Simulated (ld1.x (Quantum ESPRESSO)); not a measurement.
An all-electron radial function and its pseudo partner (Pb)

Columns: radius, all-electron u(r) and pseudo u(r) of the 6p shell (level -3.50 eV) of lead in the configuration [Xe] 4f14 5d10 6s2 6p2; PBE, scalar-relativistic, PAW scheme, ld1.x (Quantum ESPRESSO) 7.5.

```
r (bohr)  all-electron  pseudo
   0.113       -0.1055  0.0022
   0.225        0.0590  0.0087
   0.338        0.1585  0.0197
   0.450        0.0349  0.0348
   0.563       -0.1296  0.0544
   0.675       -0.2326  0.0780
   0.788       -0.2581  0.1058
   0.900       -0.2220  0.1370
   1.013       -0.1465  0.1719
   1.125       -0.0525  0.2093
   1.238        0.0478  0.2494
   1.350        0.1441  0.2906
   1.463        0.2332  0.3328
   1.575        0.3112  0.3745
   1.688        0.3788  0.4154
   1.800        0.4349  0.4538
   1.913        0.4813  0.4893
   2.025        0.5180  0.5205
   2.138        0.5465  0.5469
   2.250        0.5675  0.5676
   2.363        0.5823  0.5823
   2.475        0.5914  0.5914
   2.588        0.5958  0.5958
   2.700        0.5961  0.5961
   2.813        0.5930  0.5930
   2.925        0.5870  0.5870
```

(1) How many radial nodes do the two functions have?

(2) At about which radius was the pseudo-wave matched?

(3) Is the pseudo-wave norm-conserving?

Answers

(1) The all-electron 6p function has n − l − 1 = 4 (the table is too coarse to show those close to the nucleus); the pseudo-wave has 0, since the states of the same l below it are removed with the core.

(2) 2.25 bohr, where the columns begin to agree (steps of 0.11 bohr).

(3) No, it belongs to a PAW set: the norm inside the radius is not constrained, and the difference is carried by the augmentation charge.
